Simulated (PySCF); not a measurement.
Two-component Hartree-Fock for Be²⁺ (beryllium, charge +2)

Start: 1s2. Calculated with PySCF 2.14 in an even-tempered Gaussian basis (16 s from 0.49 bohr⁻², ratio 2.4; 8 p from 0.64 bohr⁻², ratio 2.4; 3 d from 2.5 bohr⁻², ratio 2.6; 3 f from 3.7 bohr⁻², ratio 2.6): generalised Hartree-Fock with the X2C-1e Hamiltonian and a Gaussian nucleus; one run each with spin-orbit coupling (SO) switched off, then screened by Boettger's factors, then bare.

```csv
spinor shell,electrons,"ε, spin-free (eV)","ε, screened SO (eV)","ε, bare SO (eV)",weight of nominal j (screened SO),"rms radius, screened SO (bohr)"
1s1/2,2,-154.23,-154.23,-154.23,1.000,0.481
```

| quantity | spin-free | screened SO | bare SO |
| --- | --- | --- | --- |
| E (hartree) | -13.61366 | -13.61366 | -13.61366 |
| M_J | 0 | 0 | 0 |
| ⟨J²⟩ | 0.000 | 0.000 | 0.000 |
| ⟨L²⟩ | 0.000 | 0.000 | 0.000 |
| ⟨S²⟩ | 0.000 | 0.000 | 0.000 |

Without spin-orbit coupling the j labels of p, d and f shells carry no meaning; the spin-free column gives the mean over the occupied spinors of each nl shell.
